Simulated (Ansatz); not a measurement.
Ansatz (an electronic-structure program) input (PBE0/6-31G*):

Ansatz 0.2 input:
```yaml
crystal:
  periodic: [false, false, false]
  atoms:
    - {symbol: As, position_ang: [-0.00000000, -0.00000000, -1.05205375]}
    - {symbol: As, position_ang: [0.00000000, 0.00000000, 1.05205375]}
basis:
  gaussian:
    orbitals: 6-31G*
hamiltonian:
  xc: {name: PBE0}
```

End of the output:

```
integrals: 0.02 GiB planned
662 factors; integrals over basis functions are off by at most 7.0e-4 eV
mean field: 0.24 GiB planned
mean field evaluation 1: about -121652.3335 eV, gradient 9.7e0 eV
mean field evaluation 2: about -121652.4604 eV, gradient 5.5e0 eV
mean field evaluation 4: about -121652.5546 eV, gradient 2.3e-1 eV
mean field evaluation 8: about -121652.5563 eV, gradient 1.0e-2 eV
mean field -121652.55629232 eV, -4470.6489846786 hartree, gradient 1.6e-5 eV, S^2 0.000000; 0 other end points of the search recorded, 0 dependent functions left out
reference -121652.55630996 eV, -4470.6489853267 hartree; 33, 33 occupied and 37, 37 virtual orbitals, 662 factors
Total energy: -121652.55630996 eV, -4470.6489853267 hartree
```
